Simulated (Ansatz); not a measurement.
## Worked example: SiH2(CH3)Br + C2H8OSi → SiH2(SiH3)Br + C3H8O

Gas-phase species: SiH2(CH3)Br, singlet; C2H8OSi `CCO[SiH3]`, singlet; SiH2(SiH3)Br, singlet; C3H8O (methoxyethane) `CCOC`, singlet. The partners trade CH3 for SiH3: Si–CH3 and O–SiH3 bonds give way to Si–SiH3 and O–CH3.

Shapes, held fixed at every level: PBE0-D4/def2-TZVP. Flexible molecules stand in one conformer, not always the lowest. Programs: Ansatz 0.2.0. The zero-point and thermal change to 298 K, harmonic and unscaled (PBE0-D4/def2-TZVP), is +1.8 kJ/mol.

At CCSD(T)/def2-TZVPP; 1 Eh = 2625.50 kJ/mol:

```
     species   energy (Eh)
 SiH2(CH3)Br  -2902.854605
     C2H8OSi   -445.088201
SiH2(SiH3)Br  -3153.851061
       C3H8O   -194.026377
```

Work out ΔH(298 K) of the reaction at this level.


1. Products less reactants: (-3153.851061) + (-194.026377) − [(-2902.854605) + (-445.088201)] = 0.065368 Eh = +171.6 kJ/mol.
2. With the thermal change: +171.6 + (+1.8) = +173.4 kJ/mol.

Other levels give +149.9 (PBE-D4/def2-TZVPP) to +175.5 kJ/mol (CCSD/def2-TZVPP). No measured value is set beside it here. Relativity is left out for Br. Outer-core shells of Br are correlated, in sets that cover them unevenly. The median of the other correlated levels is +158.1 kJ/mol.
